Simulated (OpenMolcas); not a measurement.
**4d along the 37-electron sequence**

```
Program             : OpenMolcas
Method              : SS-CASPT2, IPEA 0.25 Eh, imaginary shift 0.1 Eh
Basis               : ANO-RCC-VQZP
Scalar Hamiltonian  : DKH2, point nucleus
Spin-orbit coupling : state interaction with AMFI integrals over the reference wave functions, term energies averaged over their components
```

Active space for each ion: 1 electron in 10 orbitals (4d 5d); closed shells correlated by CASPT2: 4s 4p.

Computed levels in cm-1 above ²D_3/2:

| Level | Zr3+ | Nb4+ | Mo5+ | Tc6+ | Ru7+ |
| --- | --- | --- | --- | --- | --- |
| ²D_5/2 | 1223 | 1787 | 2418 | 3144 | 4037 |
| weight of ²D in the lowest level (%) | 100 | 100 | 100 | 100 | 100 |

Measured, with the error of the calculation in %. Measured levels: Zr3+ from the list in Rauch et al., Astron. Astrophys. 599, A142 (2017); Nb4+ from Moore, Atomic Energy Levels, vol. II, NSRDS-NBS 35 (1971 reprint of NBS Circular 467, 1952); Mo5+ from Sugar and Musgrove, J. Phys. Chem. Ref. Data 17, 155 (1988).

```
 Level         Zr3+         Nb4+         Mo5+
²D_5/2  1251 (-2.2)  1870 (-4.5)  2584 (-6.4)
```

The fine-structure level ²D_5/2 changes by a factor of 3.3 from Zr3+ to Ru7+. Its fourth root runs 5.91, 6.50, 7.01, 7.49, 7.97, with steps per unit of Z of 0.59, 0.51, 0.48, 0.48; equal steps would mean a (Z - σ)^4 law with constant σ.

With one active electron outside closed inactive shells, the extra shells (5d) add no correlation to the reference. With one active electron, CASPT2 adds the correlation within the correlated inactive shells and between them and that electron, and leaves the splitting within a term as the reference gives it. Computed and measured levels are paired by configuration, term and J; levels that our copy of the source lacks, or whose pairing is in doubt (as where it misses far off the trend of its configuration), stay unpaired and out of the deviations. Only configurations of the active space appear.
